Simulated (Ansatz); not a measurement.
Species: CrCl, net charge 0, sextet state. The spin state was set by rule; other spins were not relaxed. 
Structure (B3LYP-D3(BJ)/def2-TZVP (Ansatz, a program for electronic structure) minimum search):
```xyz
2

Cr     0.0000     0.0000    -0.9176
Cl     0.0000     0.0000     1.2955
```
Charge 0, spin multiplicity 6.

Property: atomisation energy (electronic, to ground-state atoms), in kcal/mol. Cores are frozen in the correlated levels unless marked. UHF or UKS for open shells. No spin-orbit coupling. The frozen core is the preceding noble-gas configuration, with the filled d and f shells of earlier blocks. No relativistic terms. The coupled-cluster limit lacks core correlation, which all-electron functionals hold. Basis-set limits of correlation are two-point, X^-3; Hartree-Fock from the larger set.

```json
[
 {"level": "HF/6-31G", "program": "Ansatz", "atomisation energy (kcal/mol)": "76.3", "minus last row": "-12.7"},
 {"level": "HF/6-31G*", "program": "Ansatz", "atomisation energy (kcal/mol)": "82.1", "minus last row": "-6.9"},
 {"level": "PBE-D3(BJ)/def2-TZVPD", "program": "Ansatz + dftd3", "atomisation energy (kcal/mol)": "90.7", "minus last row": "1.7"},
 {"level": "PBE-D4/def2-TZVPD", "program": "Ansatz + dftd4", "atomisation energy (kcal/mol)": "91.0", "minus last row": "2.0"},
 {"level": "BLYP-D3(BJ)/def2-TZVPD", "program": "Ansatz + dftd3", "atomisation energy (kcal/mol)": "90.5", "minus last row": "1.5"},
 {"level": "BHLYP-D3(BJ)/def2-TZVPD", "program": "Ansatz + dftd3", "atomisation energy (kcal/mol)": "86.0", "minus last row": "-3.0"},
 {"level": "wB97M-V/def2-TZVPD", "program": "Ansatz", "atomisation energy (kcal/mol)": "90.9", "minus last row": "1.9"},
 {"level": "wB97X/def2-TZVPD", "program": "Ansatz", "atomisation energy (kcal/mol)": "95.8", "minus last row": "6.8"},
 {"level": "B2PLYP-D3(BJ)/def2-TZVPD", "program": "Ansatz + dftd3", "atomisation energy (kcal/mol)": "89.2", "minus last row": "0.2"},
 {"level": "B2PLYP/def2-TZVPD", "program": "Ansatz", "atomisation energy (kcal/mol)": "88.3", "minus last row": "-0.7"},
 {"level": "MP2/def2-TZVPPD", "program": "Ansatz", "atomisation energy (kcal/mol)": "77.5", "minus last row": "-11.5"},
 {"level": "SCS-MP2/def2-TZVPP", "program": "Ansatz", "atomisation energy (kcal/mol)": "87.4", "minus last row": "-1.6"},
 {"level": "CCSD/def2-TZVPP", "program": "Ansatz", "atomisation energy (kcal/mol)": "81.8", "minus last row": "-7.2"},
 {"level": "CCSD(T)/6-31G", "program": "Ansatz", "atomisation energy (kcal/mol)": "91.0", "minus last row": "2.0"},
 {"level": "CCSD(T)/CBS(def2-TZVPPD,def2-QZVPPD)", "program": "Ansatz", "atomisation energy (kcal/mol)": "89.0", "minus last row": "0.0"}
]
```

The T1 diagnostic of CCSD in the largest basis is 0.137, which is high, so the coupled-cluster rows are less sure than usual.
